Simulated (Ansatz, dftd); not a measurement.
System: CN, charge 0, doublet. CN (SMILES [C-]#[N+], doublet).
B3LYP-D3(BJ)/def2-TZVP minimum from Ansatz (an electronic-structure program):
```xyz
2

C      0.0000     0.0000    -0.6258
N      0.0000     0.0000     0.5364
```
Charge 0, spin multiplicity 2.

Property: atomisation energy (electronic, to ground-state atoms), in kcal/mol. Open shells are spin-unrestricted; no spin-orbit coupling. Cores are frozen in correlated methods. Rows without X2C or -DK are non-relativistic. CBS(X,Y): correlation extrapolated as X^-3, Hartree-Fock from the larger set (Q,5: extrapolated as (X+1)exp(-9√X)). A bracket is a step between two methods taken in the basis named. The functionals are non-relativistic, so their misses hold any scalar relativity. '+ core + X2C': CCSD(T) terms for core correlation (cc-pwCVTZ) and scalar relativity (cc-pVTZ-DK). The UHF reference of CN ([C-]#[N+], doublet) is spin-contaminated (<S^2> up to 0.37 over the pure value in the sets run).

```json
[
 {"level": "B3LYP/def2-TZVPD", "program": "Ansatz", "atomisation energy (kcal/mol)": "179.2", "difference against the last row": "-1.8"},
 {"level": "PBE0-D3(BJ)/def2-TZVPD", "program": "Ansatz + dftd3", "atomisation energy (kcal/mol)": "178.9", "difference against the last row": "-2.1"},
 {"level": "r2SCANh-D4/def2-TZVPD", "program": "Ansatz + dftd4", "atomisation energy (kcal/mol)": "172.6", "difference against the last row": "-8.4"},
 {"level": "r2SCANh/def2-TZVPD", "program": "Ansatz", "atomisation energy (kcal/mol)": "172.5", "difference against the last row": "-8.5"},
 {"level": "MP2/aug-cc-pVQZ", "program": "Ansatz", "atomisation energy (kcal/mol)": "166.5", "difference against the last row": "-14.5"},
 {"level": "MP2/CBS(aug-cc-pVTZ,aug-cc-pVQZ)", "program": "Ansatz", "atomisation energy (kcal/mol)": "168.9", "difference against the last row": "-12.1"},
 {"level": "CCSD/aug-cc-pVTZ", "program": "Ansatz", "atomisation energy (kcal/mol)": "161.8", "difference against the last row": "-19.2"},
 {"level": "CCSD/cc-pVQZ", "program": "Ansatz", "atomisation energy (kcal/mol)": "165.6", "difference against the last row": "-15.4"},
 {"level": "CCSD/CBS(aug-cc-pVTZ,aug-cc-pVQZ)", "program": "Ansatz", "atomisation energy (kcal/mol)": "168.6", "difference against the last row": "-12.4"},
 {"level": "CCSD/CBS(cc-pVQZ,cc-pV5Z)", "program": "Ansatz", "atomisation energy (kcal/mol)": "168.5", "difference against the last row": "-12.5"},
 {"level": "CCSD(T)/cc-pV5Z", "program": "Ansatz", "atomisation energy (kcal/mol)": "176.4", "difference against the last row": "-4.6"},
 {"level": "CCSDT(Q)/cc-pVDZ", "program": "Ansatz", "atomisation energy (kcal/mol)": "158.8", "difference against the last row": "-22.2"},
 {"level": "CCSDT(Q)/aug-cc-pVQZ", "program": "Ansatz", "atomisation energy (kcal/mol)": "177.5", "difference against the last row": "-3.5"},
 {"level": "CCSD(T)/CBS(cc-pVQZ,cc-pV5Z) + [CCSDT(Q) - CCSD(T)]/cc-pVQZ + [CCSDTQ - CCSDT(Q)]/cc-pVDZ + core + X2C", "program": "Ansatz", "atomisation energy (kcal/mol)": "181.0", "difference against the last row": "0.0"}
]
```
